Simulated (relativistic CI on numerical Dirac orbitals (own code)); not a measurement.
## Cr+ in a cubic cluster: L2,3 absorption with charge transfer

Computed with a charge-transfer multiplet model of a cubic metal-ligand cluster with up to 2 ligand holes, Slater and spin-orbit integrals from Dirac-Coulomb-Breit ions, Slater integrals scaled by 0.8. The ground state mixes d5 with configurations of k ligand holes L, whose averages lie at kΔ + k(k − 1)U_dd/2; a core hole lowers each added d electron by U_cd. 20 K, Lorentzian 0.4 eV and Gaussian 0.3 eV FWHM.

Atomic integrals in eV (Slater integrals scaled, ζ unscaled), ground: F2dd 6.636, F4dd 4.082, zeta_d 0.022; with the core hole: F2dd 7.386, F4dd 4.554, zeta_d 0.034, zeta_core 5.628, F2cd 4.152, G1cd 2.980, G3cd 1.690.

Cluster parameters (eV): Δ = 8.6, U_dd = 5.7, U_cd = 7.3, 10Dq = 0.9, 10Dq(ligand) = 0.6, final-state hopping factor = 0.8.

```tsv
Case	n_d	d5	d6L	d7L2	S
V(eg) = 1 eV, V(t2g) = -0.52 eV	5.03	0.98	0.02	0.00	2.50
V(eg) = 1.3 eV, V(t2g) = -0.68 eV	5.04	0.96	0.04	0.00	2.50
V(eg) = 1.6 eV, V(t2g) = -0.84 eV	5.06	0.94	0.06	0.00	2.50
```

Weights, n_d and S are thermal averages at 20 K. Photon energies count from the first peak over 30 % of the highest in each spectrum, which can be another peak from case to case. The parameters are a model scan and need not match a compound or its usual spin state. Peaks in eV (height, largest 100):
- V(eg) = 1 eV, V(t2g) = -0.52 eV: -1.1 (30), 0.0 (100), 2.8 (11), 8.0 (16), 9.3 (21), 9.9 (20)
- V(eg) = 1.3 eV, V(t2g) = -0.68 eV: 0.0 (31), 1.1 (100), 3.8 (11), 9.1 (16), 10.4 (21), 11.0 (20)
- V(eg) = 1.6 eV, V(t2g) = -0.84 eV: 0.0 (32), 1.1 (100), 3.8 (10), 9.0 (16), 10.3 (22), 11.1 (19)

Curve for V(eg) = 1 eV, V(t2g) = -0.52 eV (points under 2 left out, the grid thinned):

E (eV), Intensity and a bar:
```
     -2.5        2.0 
     -2.2        3.0 
     -1.9        5.2 #
     -1.7        8.9 ##
     -1.4       19.0 #####
     -1.1       29.6 ########
     -0.8       25.2 #######
     -0.6       26.8 ########
     -0.3       55.8 ################
      0.0      100.0 ##############################
      0.3       68.1 ####################
      0.6       47.7 ##############
      0.8       38.0 ###########
      1.1       32.1 #########
      1.4       22.7 ######
      1.7       11.7 ###
      1.9        9.2 ##
      2.2        8.3 ##
      2.5        9.1 ##
      2.8       10.6 ###
      3.0        9.4 ##
      3.3        7.8 ##
      3.6        6.0 #
      3.9        3.4 
      4.2        2.6 
      4.4        2.4 
      4.7        2.6 
      5.0        2.9 
      5.3        2.1 
      7.1        2.3 
      7.4        4.0 #
      7.7       10.0 ##
      8.0       15.7 ####
      8.3       11.4 ###
      8.5       10.4 ###
      8.8       13.6 ####
      9.1       18.7 #####
      9.4       20.2 ######
      9.6       19.3 #####
      9.9       20.4 ######
     10.2       17.8 #####
     10.5        8.3 ##
     10.7        4.7 #
     11.0        2.8 
     11.3        2.0
```

For the case V(eg) = 1.3 eV, V(t2g) = -0.68 eV, Δ = 8.6 eV is larger than U_dd = 5.7 eV, the Mott-Hubbard side of the Zaanen-Sawatzky-Allen scheme. With the core hole the configuration with one ligand hole lies at Δ + U_dd − U_cd = 7.0 eV above the one without, against Δ in the ground state. The added d electron screens the hole, so the order of the configurations is kept and charge-transfer satellites are weaker than in photoemission.
